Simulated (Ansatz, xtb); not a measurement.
Relative energy of two isomers of C4H5Br

Structure a: `BrC1=CCC1`, a singlet. Structure b: `C=CC(=C)Br`, a singlet. Both are isolated molecules in the gas phase, relaxed with r2SCAN-D4/def2-SVP; the shapes shown needn't be the lowest conformers.

a (Å):

```xyz
10

C    -0.5245   -0.2122    1.2947
C     0.3941   -0.7584    2.1110
C     0.5141   -1.9917    1.2349
C    -0.5565   -1.3388    0.2971
Br   -1.4826    1.4022    1.3270
H     0.8726   -0.4453    3.0416
H     0.1915   -2.9381    1.7021
H     1.4998   -2.1431    0.7621
H    -1.5136   -1.8810    0.2239
H    -0.2046   -1.0854   -0.7165
```

b (Å):

```xyz
10

C    -1.4843    2.7625   -0.2911
C    -0.2646    2.5681   -0.8173
C     0.4126    1.2973   -1.0378
C     1.6404    1.1829   -1.5734
Br   -0.5175   -0.2933   -0.5287
H    -2.1053    1.9234    0.0350
H    -1.8855    3.7726   -0.1772
H     0.3311    3.4340   -1.1344
H     2.1783    2.0900   -1.8666
H     2.1237    0.2170   -1.7277
```

**Question.** Estimate which is lower in electronic energy at CCSD(T)/def2-SVP + ΔMP2/def2-TZVPP, and by roughly how much.

**Answer.** The CCSD(T)/def2-SVP + ΔMP2/def2-TZVPP calculation puts structure b lower, by 0.393 eV.

How the difference moves with the method:

```tsv
level	geometry	E(b) − E(a) (eV)	departure from the last row (eV)	job, with rough time for the two
GFN2-xTB	GFN2-xTB	+0.229	+0.622	optimisation, 0.22 s
HF/STO-3G	GFN2-xTB	+0.785	+1.178	single point, 0.76 s
r2SCAN-D4/def2-SVP//GFN2-xTB	GFN2-xTB	−0.261	+0.132	single point, 4.2 s
r2SCAN-D4/def2-SVP	r2SCAN-D4/def2-SVP	−0.270	+0.123	optimisation, 31 s
HF/def2-SVP	r2SCAN-D4/def2-SVP	−0.412	−0.019	part of the CCSD(T) run
MP2/def2-SVP	r2SCAN-D4/def2-SVP	−0.212	+0.181	part of the CCSD(T) run
CCSD(T)/def2-SVP	r2SCAN-D4/def2-SVP	−0.335	+0.058	single point
CCSD(T)/def2-SVP + ΔMP2/def2-TZVPP	r2SCAN-D4/def2-SVP	−0.393		single point, 56 s
```

As drawn, b has 1 C=C in place of 2 C–C. Structure a has a 4-membered ring, b no ring.

GFN2-xTB, HF/STO-3G put the two in the other order. The largest departure from CCSD(T)/def2-SVP + ΔMP2/def2-TZVPP is that of HF/STO-3G, 1.178 eV. The last row adds to CCSD(T) the change of the MP2 difference between the two basis sets, here −0.058 eV.

With thermal terms from frequencies at re-optimised GFN2-xTB minima (ideal gas, soft modes damped towards free rotors, one conformer each, 298.15 K, 1 atm): on the last row, ΔE + ΔZPE = −0.459, ΔH = −0.438, ΔG = −0.483 eV.

The correlated steps freeze 13 core orbitals; the filled d shell of Br is correlated, in a basis made for valence electrons. Run with Ansatz 0.2.0, xtb 6.7.1; the last row on 2 threads of Intel(R) Xeon(R) Processor @ 2.70GHz on a shared host.
